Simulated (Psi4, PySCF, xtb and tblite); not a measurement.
Conformational energy of SMILES [SiH3][SiH2]Br (H₅BrSi₂), singlet. Scanned: dihedral H4–Si1–Si2–Br3; all other coordinates were relaxed at B3LYP-D3(BJ)/def2-SVP. Heavy atoms are numbered in the order of the SMILES [SiH3][SiH2]Br, hydrogens after them in the order of the atoms that carry them; the mirror image has the same energies with the sign of each dihedral reversed.

Levels of theory: PBE/def2-TZVP // B3LYP-D3(BJ)/def2-SVP (Psi4); GFN2-xTB, on its own relaxed geometries (the stored frames are those of B3LYP-D3(BJ)/def2-SVP) (xtb and tblite); RMP2/3-21G = restricted MP2 (frozen core)/3-21G // B3LYP-D3(BJ)/def2-SVP (PySCF); MP2/cc-pVTZ = DF-MP2 (frozen core)/cc-pVTZ // B3LYP-D3(BJ)/def2-SVP run with Psi4.

Energies relative to the lowest point of each profile, in kcal/mol:

| φ / ° | PBE/def2-TZVP | GFN2-xTB | RMP2/3-21G |
|---|---|---|---|
| 0 | 1.07 | 0.09 | 1.32 |
| 10 | 1.00 | 0.09 | 1.24 |
| 20 | 0.80 | 0.07 | 1.01 |
| 30 | 0.53 | 0.05 | 0.68 |
| 40 | 0.27 | 0.02 | 0.36 |
| 50 | 0.08 | 0.01 | 0.10 |
| 60 | 0.00 | 0.00 | 0.00 |
| 70 | 0.07 | 0.01 | 0.08 |
| 80 | 0.26 | 0.02 | 0.32 |
| 90 | 0.52 | 0.05 | 0.65 |
| 100 | 0.79 | 0.07 | 0.98 |
| 110 | 0.99 | 0.09 | 1.23 |

Predict the corresponding MP2/cc-pVTZ column.

0: 1.22; 10: 1.14; 20: 0.91; 30: 0.60; 40: 0.29; 50: 0.08; 60: 0.00; 70: 0.08; 80: 0.30; 90: 0.60; 100: 0.90; 110: 1.13 (kcal/mol).
